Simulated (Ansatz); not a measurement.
`O[SiH]([SiH3])CCl` + `[OH][Al]([F])[F]` → `[F][Al]([F])[O][SiH3]` + `O[SiH2]CCl`  (cleavage of the Si–Si bond)

Gas-phase electronic energies from Ansatz, PBE0-D4/def2-TZVP geometries. CCSD(T)/CBS is the MP2 limit (def2-TZVPP, def2-QZVPP) plus CCSD(T) − MP2 in def2-TZVPP, frozen cores. DFT in def2-TZVPP. B3LYP here is the variant with VWN-RPA as its local correlation; programs differ in this. One conformer a species, not always the lowest.

`O[SiH]([SiH3])CCl`:

```xyz
12

O     0.072   -1.382   -1.395
Si   -0.341   -0.542   -0.040
Si    1.621   -0.224    1.200
C    -1.106    1.112   -0.527
Cl   -2.460    0.784   -1.655
H    -0.619   -1.472   -2.057
H    -1.376   -1.257    0.760
H     2.614    0.556    0.414
H     2.220   -1.528    1.588
H     1.295    0.538    2.437
H    -1.515    1.652    0.328
H    -0.404    1.763   -1.051
```

`[OH][Al]([F])[F]`:

```xyz
5

O     0.718   -0.400   -0.931
Al   -0.170    0.323    0.291
F     0.023    1.919    0.574
F    -1.229   -0.515    1.218
H     0.658   -1.327   -1.152
```

`[F][Al]([F])[O][SiH3]`:

```xyz
8

F     0.079   -2.630   -1.491
Al   -0.639   -1.185   -1.234
F    -1.965   -0.824   -2.117
O    -0.042   -0.122   -0.113
Si    0.514    0.945    0.987
H     1.092    0.215    2.144
H    -0.601    1.806    1.459
H     1.562    1.794    0.366
```

`O[SiH2]CCl`:

```xyz
9

O     1.163    0.358    1.394
Si    0.525   -0.634    0.252
C    -0.993    0.159   -0.527
Cl   -0.498    1.754   -1.179
H     1.363    1.254    1.112
H     0.139   -1.883    0.952
H     1.487   -0.924   -0.844
H    -1.789    0.339    0.195
H    -1.396   -0.423   -1.357
```

```json
{"level": "PBE0-D4", "ΔE (kJ/mol)": "-93.0", "difference from CCSD(T)/CBS": "18.6"}
{"level": "B3LYP-D4", "ΔE (kJ/mol)": "-109.9", "difference from CCSD(T)/CBS": "1.7"}
{"level": "ωB97M-V", "ΔE (kJ/mol)": "-113.5", "difference from CCSD(T)/CBS": "-1.9"}
{"level": "B2PLYP", "ΔE (kJ/mol)": "-117.6", "difference from CCSD(T)/CBS": "-6.0"}
{"level": "PBE", "ΔE (kJ/mol)": "-84.6", "difference from CCSD(T)/CBS": "27.0"}
{"level": "r2SCAN", "ΔE (kJ/mol)": "-105.3", "difference from CCSD(T)/CBS": "6.3"}
{"level": "PBE0", "ΔE (kJ/mol)": "-95.5", "difference from CCSD(T)/CBS": "16.1"}
{"level": "B3LYP", "ΔE (kJ/mol)": "-114.3", "difference from CCSD(T)/CBS": "-2.7"}
{"level": "HF/def2-TZVPP", "ΔE (kJ/mol)": "-146.4", "difference from CCSD(T)/CBS": "-34.8"}
{"level": "MP2/def2-TZVPP", "ΔE (kJ/mol)": "-118.7", "difference from CCSD(T)/CBS": "-7.1"}
{"level": "SCS-MP2/def2-TZVPP", "ΔE (kJ/mol)": "-125.1", "difference from CCSD(T)/CBS": "-13.5"}
{"level": "HF/def2-QZVPP", "ΔE (kJ/mol)": "-149.2", "difference from CCSD(T)/CBS": "-37.6"}
{"level": "MP2/def2-QZVPP", "ΔE (kJ/mol)": "-119.3", "difference from CCSD(T)/CBS": "-7.7"}
{"level": "SCS-MP2/def2-QZVPP", "ΔE (kJ/mol)": "-125.5", "difference from CCSD(T)/CBS": "-13.9"}
{"level": "HF/CBS(def2)", "ΔE (kJ/mol)": "-149.6", "difference from CCSD(T)/CBS": "-38.0"}
{"level": "CCSD/CBS(def2)", "ΔE (kJ/mol)": "-116.6", "difference from CCSD(T)/CBS": "-5.0"}
{"level": "CCSD(T)/CBS", "ΔE (kJ/mol)": "-111.6", "difference from CCSD(T)/CBS": "0"}
```

Largest T1 diagnostic among the species: 0.013.

In def2-TZVPP, CCSD(T) changes the Hartree–Fock value by +34.1 kJ/mol (the triples alone add +5.0 kJ/mol) and MP2 by +27.7 kJ/mol. The D4 term adds +4.4 kJ/mol with B3LYP and +2.6 kJ/mol with PBE0; it sums over pairs of atoms, weighted by their polarisabilities, and B3LYP, whose exchange is more repulsive, gets the larger term.
